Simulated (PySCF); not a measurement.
These 7 structures share the formula C8H16Si. Theory: PBE0-D3(BJ)/def2-SVP geometry optimisation, gas phase (PySCF). One conformer each; no zero-point energy, no entropy. No frequencies were run at this level. Point groups hold within 0.08 Å.

Problem. Order them by energy at this level, lowest first, and give relative energies in kcal/mol.
A. `[CH3:1][C:2]#[C:3][SiH2:4][CH2:5][C:6]([CH3:7])([CH3:8])[CH3:9]` with C3–Si4–C5–C6 180°
B. `[CH2:1]=[CH:2][C@@H:3]1[CH2:4][CH2:5][Si@@H:6]1[CH2:7][CH2:8][CH3:9]` with C1–C2–C3–C4 -136°, C5–Si6–C7–C8 76°, Si6–C7–C8–C9 180°, C2–C3–C4–C5 -147°, C3–C4–C5–Si6 23°, C4–C5–Si6–C7 92°, C2–C3–Si6–C5 139°
C. `[CH2:1]=[C:2]([CH3:3])[C@@:4]1([CH3:5])[CH2:6][CH2:7][CH2:8][SiH2:9]1` with C1–C2–C4–C5 -121°, C2–C4–C6–C7 160°, C4–C6–C7–C8 -52°, C6–C7–C8–Si9 35°, C7–C8–Si9–C4 -11°
D. `CC(C)(C)[C@H]1C=CC[SiH2]1`
E. `[CH2:1]1[CH2:2][CH2:3][Si:4]2([CH2:5]1)[CH2:6][CH2:7][CH2:8][CH2:9]2` with C5–C1–C2–C3 50°, C1–C2–C3–Si4 -37°, C2–C3–Si4–C5 13°, C3–Si4–C5–C1 13°
F. `[CH3:1][C@:2]12[CH2:3][CH2:4][C@:5]([CH2:6][SiH3:7])([CH2:8]1)[CH2:9]2` with C4–C5–C6–Si7 65°
G. `[CH2:1]=[CH:2][C@H:3]1[CH2:4][Si@@H:5]([CH2:6][CH2:7][CH3:8])[CH2:9]1` with C1–C2–C3–C4 122°, C4–Si5–C6–C7 165°, Si5–C6–C7–C8 180°, C2–C3–C4–Si5 148°, C3–C4–Si5–C6 -137°, C4–Si5–C9–C3 19°, C2–C3–C9–Si5 -148°

Solution. E (0.0), D (28.6), C (31.8), F (36.0), B (43.4), G (43.6), A (53.1).

As drawn, the highest has a C≡C bond and a quaternary carbon, which the lowest lacks. Neighbours under 2.5 kcal/mol apart (C=C[C@@H]1CC[Si@@H]1CCC and C=C[C@H]1C[Si@@H](CCC)C1) can change places with a better method, another conformer or zero-point energy.

```tsv
SMILES	E (Eh)	E rel (kcal/mol)	dipole (D)	point group	A, B, C (MHz)
C1CC[Si]2(C1)CCCC2	-603.21559	0.0	0.00	S4	2838, 865.3, 864.9
CC(C)(C)[C@H]1C=CC[SiH2]1	-603.17007	28.6	0.44	C1	2230, 1043, 875.5
C=C(C)[C@@]1(C)CCC[SiH2]1	-603.16491	31.8	0.61	C1	2093, 1066, 956.3
C[C@]12CC[C@](C[SiH3])(C1)C2	-603.15830	36.0	0.93	C1	3120, 790.6, 760.9
C=C[C@@H]1CC[Si@@H]1CCC	-603.14636	43.4	0.88	C1	2003, 733.2, 603.1
C=C[C@H]1C[Si@@H](CCC)C1	-603.14606	43.6	0.95	C1	4457, 497.9, 482.9
CC#C[SiH2]CC(C)(C)C	-603.13103	53.1	1.36	–	3031, 500.2, 479.2
```

Problem. How do the relative energies change in single points at PBE0/pcSseg-1 (no added dispersion term) on the same geometries?

Solution. 
```
                      SMILES  PBE0-D3(BJ)/def2-SVP (kcal/mol)  PBE0/pcSseg-1 (kcal/mol)  shift
          C1CC[Si]2(C1)CCCC2                              0.0                       0.0    0.0
   CC(C)(C)[C@H]1C=CC[SiH2]1                             28.6                      27.9   -0.7
   C=C(C)[C@@]1(C)CCC[SiH2]1                             31.8                      31.7   -0.1
C[C@]12CC[C@](C[SiH3])(C1)C2                             36.0                      36.7   +0.7
     C=C[C@@H]1CC[Si@@H]1CCC                             43.4                      40.6   -2.8
    C=C[C@H]1C[Si@@H](CCC)C1                             43.6                      40.1   -3.5
         CC#C[SiH2]CC(C)(C)C                             53.1                      47.9   -5.2
```

Each column counts from its own lowest isomer. The lowest isomer stays, but the order above it changes; the largest shift is 5.2 kcal/mol.
